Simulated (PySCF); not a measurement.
**Frontier orbitals and the lowest excitations**

C3H9GaO.
Structure used (PBE0-D3(BJ)/def2-SVP), in Å, numbered top down from 1:
```
atom  x, y, z in Å
C1    -0.8031    0.0855    1.3026
C2    -0.4558   -0.6562    0.0201
C3    -0.9197    0.0923   -1.2212
O4     0.9175   -0.9544   -0.0439
Ga5    2.2963    0.1806   -0.1084
H6    -0.4521   -0.4819    2.1774
H7    -0.3262    1.0801    1.3197
H8    -1.8898    0.2325    1.4006
H9    -0.9761   -1.6327    0.0416
H10   -0.6541   -0.4724   -2.1273
H11   -2.0103    0.2423   -1.2155
H12   -0.4433    1.0855   -1.2779
H13    2.0362    1.7257   -0.0930
H14    3.6596   -0.5715   -0.1758
```

Computed with TDDFT PBE0/def2-SVPD, vertical, gas phase, core orbitals frozen in the response in PySCF 2.14.0, density-fitted response routines. The PBE0/def2-SVPD calculation is non-relativistic and has no spin–orbit coupling, an omission that weighs most on gallium.

Frontier orbitals with the atoms that hold most of them (Löwdin shares over 4%, at most four atoms; ? is withheld):

```csv
orbital,ε (eV),atoms
HOMO-3,-9.98,"C1 24%, C3 24%, H6 14%, H10 13%"
HOMO-2,-8.90,"Ga5 35%, H14 31%, H13 14%, O4 8%"
HOMO-1,-7.87,"O4 60%, C2 10%, C3 9%, C1 9%"
HOMO,-7.72,?
LUMO,-1.20,?
LUMO+1,0.44,"Ga5 49%, H13 18%, H14 17%, O4 6%"
LUMO+2,0.56,"Ga5 42%, C1 9%, C3 9%, O4 8%"
```

Task: Which atoms hold the HOMO, and with what shares?

Result: O4 (bonded to C and Ga) 44%; C2 (bonded to 2 C, O and H) 12%; Ga5 (bonded to O and 2 H) 12%; H13 (bonded to Ga) 10%.

Task: Give the leading atoms of the LUMO.

Result: Ga5 (bonded to O and 2 H) 61%; O4 (bonded to C and Ga) 14%; H13 (bonded to Ga) 10%; H14 (bonded to Ga) 10%. By element: gallium 61%, hydrogen 20% or more, oxygen 14%.

Task: The HOMO–LUMO gap is 6.52 eV. Where does the response calculation put the lowest singlet, and from which orbitals?

Result: S1 is at 5.11 eV (f = 0.0022), 1.41 eV below the gap, made of HOMO→LUMO (99%). Without the coupling terms of the response equations the lowest excitation would equal the gap.

Task: One configuration dominates each of S1, S2 and S3. Which, and how do the shares of the two leading atoms of either orbital change from the occupied to the empty one?

Result: 
- S1 (5.11 eV, f 0.0022), HOMO→LUMO (99%): O4 44% → 14%, C2 12% → at most 6%, Ga5 12% → 61%
- S2 (5.66 eV, f 0.058), HOMO-1→LUMO (96%): O4 60% → 14%, C2 10% → at most 6%, Ga5 at most 9% → 61%
- S3 (6.21 eV, f 0.0027), HOMO-2→LUMO (99%): Ga5 35% → 61%, H14 31% → 10%, O4 8% → 14%

Löwdin shares depend on the basis, the more so with diffuse functions.

Hardware: Arm Neoverse V2, one thread, no GPU, on a shared host. Cost: 97 s (grids of density and orbitals included), 0.89 GiB resident at most.

One conformer stands for the species.
